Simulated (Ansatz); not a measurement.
Cost and result up the ladder for Ca₁₀O₁₂H₄, a hydroxylated oxide cluster (26 atoms). Charge 0, multiplicity 1. Geometry: PBE-D4/def2-SVP.

```xyz
26

Ca    0.264    0.552    0.911
Ca    2.425   -2.066    2.049
Ca    2.719   -1.231   -1.006
Ca   -0.518   -1.922   -1.467
Ca   -0.675   -2.827    1.586
Ca    3.419    0.864    1.249
Ca    0.160   -0.707    3.822
Ca   -2.744   -0.617    0.468
Ca    0.707    1.140   -2.224
Ca   -2.074    2.215   -1.045
O    -0.740    2.765   -2.798
O     1.253   -1.030   -2.924
O    -1.015    0.247   -1.034
O    -3.922    1.200   -0.333
O     2.119    0.893   -0.557
O    -0.773    2.606    0.697
O    -2.067   -2.577   -0.145
O     1.037   -2.126    0.164
O    -1.263   -0.673    2.148
O     3.984   -1.113    0.752
O     1.819    0.135    2.580
O     0.728   -2.673    3.317
H    -0.706    3.529   -3.395
H     1.403   -1.327   -3.839
H    -4.872    1.385   -0.276
H    -0.668    3.359    1.301
```

Ansatz on 2 threads of AMD EPYC 7R13 on a shared host and a share (18 GiB) of an NVIDIA H100 80GB HBM3. Times are rough, and most runs start from the orbitals of an earlier one. PBE0-D4/def2-TZVP serves as the yardstick here, not as an exact answer. Differences are given only for rows in sets of like size (and for xTB, whose basis is part of the method), since another set adds its own error. Binding counts from free atoms at the same level (Ca singlet, O triplet, H doublet; other spins of the atoms weren't run), without zero-point energy or a counterpoise term.

The 6-31G sets use Cartesian d functions. B3LYP takes the VWN-RPA correlation. Correlated methods freeze 62 core orbitals; core or outer-core shells of Ca are correlated, in sets that lack core-valence functions. The rows differ in basis, and correlated rows in double-zeta sets carry the largest basis error. Single mean-field runs in def2-SVP, def2-TZVP are fitted with def2-universal-jkfit.

Correlated methods converge slowly with the basis, most of all in double-zeta sets.

| level | functions | binding energy per atom (eV) | difference from PBE0-D4/def2-TZVP (eV) |
| --- | --- | --- | --- |
| MP2/def2-SVP | 428 | 4.43 | – |
| PBE0-D4/def2-SVP | 428 | 4.57 | – |
| revPBE-D4/def2-TZVP (with forces) | 756 | 4.48 | 0.05 |
| HF/STO-3G | 194 | 1.36 | – |
| PBE-D4/def2-SVP | 428 | 4.80 | – |
| HF/6-31G | 406 | 2.91 | – |
| PBE0-D4/def2-TZVP | 756 | 4.42 | 0.00 |
| LDA (SPW92)/def2-TZVP | 756 | 5.25 | 0.83 |
| r2SCAN-D4/def2-TZVP (with forces) | 756 | 4.66 | 0.24 |
| B3LYP-D4/6-31G | 406 | 4.46 | – |
| PBE-D4/def2-TZVP | 756 | 4.64 | 0.22 |

Task: Estimate how long each takes.

Result: HF/STO-3G 4.6 s; PBE0-D4/def2-SVP 5 s; PBE-D4/def2-SVP 5.5 s; MP2/def2-SVP 6.5 s; PBE-D4/def2-TZVP 6.5 s; LDA (SPW92)/def2-TZVP 7 s; HF/6-31G 8 s; PBE0-D4/def2-TZVP 8.1 s; revPBE-D4/def2-TZVP (with forces) 8.6 s; r2SCAN-D4/def2-TZVP (with forces) 9 s; B3LYP-D4/6-31G 10 s. On shared hardware such times vary by a factor of up to 3.
